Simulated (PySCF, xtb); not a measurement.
ZrOCl₂, SMILES [O]=[Zr]([Cl])[Cl], multiplicity 1.

GFN2-xTB (xtb) at its own geometry gives an orbital gap of 2.96 eV and a dipole moment of 7.13 D.

Geometry: B3LYP-D3(BJ)/def2-SVP. The spin state was assumed, not searched. The def2 effective core potentials stand for the cores of Zr; spin–orbit coupling is left out.

What does PBE/def2-TZVPD (PySCF) give? (Estimate from the structure and the level; the computed values follow.)

gap 3.30 eV (levels -7.63 and -4.33 eV), dipole 2.92 D.
